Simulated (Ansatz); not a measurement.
Coupled-cluster diagnostics for Li₄F₅⁻, Ansatz.

Geometry of the singlet (B3LYP-D4/def2-SVPD):

```xyz
9

Li   -0.056   -0.273   -1.600
Li    1.589   -0.980    1.342
Li   -0.136    1.616   -0.139
Li   -1.590   -0.246    0.233
F     0.378   -0.230    0.321
F     0.377    1.427   -1.821
F    -1.701    1.463    0.671
F    -1.593   -1.100   -1.315
F     2.734   -1.677    2.307
```

Correlated methods freeze 5 core orbitals; core or outer-core shells of Li are correlated, in sets that lack core-valence functions. Another isomer (singlet) lies 0.99 eV lower at PBE0-D4/def2-TZVPD; other spin states weren't run for this one.

(1) Estimate the CCSD(T) correlation energy, the shares of MP2 and (T), T1 and the reference's ⟨S²⟩ for: charge -1, singlet, own geometry in def2-SVPD; and the rough time on 4 threads of Arm Neoverse V1 on a shared host.

## Answers

(1) 
```json
{"state": "charge -1, singlet, own geometry", "basis": "def2-SVPD", "correlation (eV)": "-30.984", "MP2 share (%)": "97.8", "(T) share (%)": "1.9", "T1": "0.016", "⟨S²⟩ (pure)": "0.00 (0.00)", "wall time": "89 s"}
```
Customary marks for T1 are 0.02 (closed shells), 0.045 (open shells) and about 0.05 (3d metals). T1 stays under 0.02 throughout.
